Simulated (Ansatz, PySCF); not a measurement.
C₂H₆BeIN, SMILES C[N](C)[Be][I]. Atoms are numbered in the order given.

```xyz
11

Be     0.7942     0.0023     0.0000
I     -1.3855     0.0050     0.0000
N      2.2947     0.0001     0.0000
C      3.0879    -0.0012     1.2052
C      3.0879    -0.0012    -1.2052
H      3.7411    -0.8936     1.2656
H      3.7445     0.8887     1.2653
H      2.4482     0.0002     2.1019
H      3.7445     0.8887    -1.2653
H      3.7411    -0.8936    -1.2656
H      2.4482     0.0002    -2.1019
```

Coordinates come from a PBE0-D3(BJ)/def2-SVP optimisation. The structure was generated by enumeration; whether it is a known compound was not checked. The def2 effective core potentials stand for the cores of I; spin–orbit coupling is left out. Other conformers were not sampled.

Two levels are set side by side: PBE-D3(BJ)/def2-SVP (Ansatz, a first-principles code) and PBE0-D3(BJ)/def2-SVP (Ansatz). Each level has its own optimised geometry; the coordinates shown are those of the second. Frequencies come from the Hessian of PySCF at each geometry. Differences are taken from unrounded values.

```csv
quantity,PBE0-D3(BJ)
mean bond length (Å),1.320
bond Be1–I2 (Å),2.180
bond Be1–N3 (Å),1.500
bond N3–C4 (Å),1.443
bond N3–C5 (Å),1.443
bond C4–H6 (Å),1.108
bond C4–H7 (Å),1.108
bond C4–H8 (Å),1.101
bond C5–H9 (Å),1.108
bond C5–H10 (Å),1.108
bond C5–H11 (Å),1.101
highest harmonic wavenumber (cm⁻¹),3127
mean harmonic wavenumber (cm⁻¹),1382
zero-point energy (kcal/mol),53.32
```

Question: What does PBE-D3(BJ) give, and how far is it from PBE0-D3(BJ)? (The exact figures need the calculation; the answer reports its results.)

Answer: 
```tsv
quantity	PBE-D3(BJ)	PBE-D3(BJ) minus PBE0-D3(BJ)
mean bond length (Å)	1.329	0.009
bond Be1–I2 (Å)	2.188	0.008
bond Be1–N3 (Å)	1.509	0.009
bond N3–C4 (Å)	1.453	0.010
bond N3–C5 (Å)	1.453	0.010
bond C4–H6 (Å)	1.117	0.009
bond C4–H7 (Å)	1.117	0.009
bond C4–H8 (Å)	1.110	0.008
bond C5–H9 (Å)	1.117	0.009
bond C5–H10 (Å)	1.117	0.009
bond C5–H11 (Å)	1.110	0.008
highest harmonic wavenumber (cm⁻¹)	3038	-89
mean harmonic wavenumber (cm⁻¹)	1336	-45
zero-point energy (kcal/mol)	51.58	-1.75
```

GGA bonds tend to be longer and softer than those of functionals with exact exchange. Differences between two approximate levels are no errors against the true value.
